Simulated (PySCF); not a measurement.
Si(F)(Me)(SH)2 (CH5FS2Si), SMILES C[Si](F)(S)S.

The structure is a stationary point at PBE0-D3(BJ)/def2-SVP. This is a generated structure with no PubChem entry under its InChIKey; it may be hypothetical. One conformer was computed; it need not be the lowest.

The numbers are results of PBE/def2-TZVP (PySCF), not measurements.

Isolated molecule, no solvent.

| Item | Value |
|---|---|
| total energy | -1226.43450 hartree |
| highest occupied level | -6.38 eV |
| lowest empty level | -1.03 eV |
| orbital gap | 5.35 eV |
| dipole moment | 1.77 D |
| quadrupole, principal values (traceless, Buckingham form, about the centre of nuclear charge) | -5.81, -0.97, 6.79 D·Å |
| mean static polarisability | 75.2 bohr³ (11.15 Å³) |
| polarisability, principal values | 61.9, 77.4, 86.4 bohr³ |
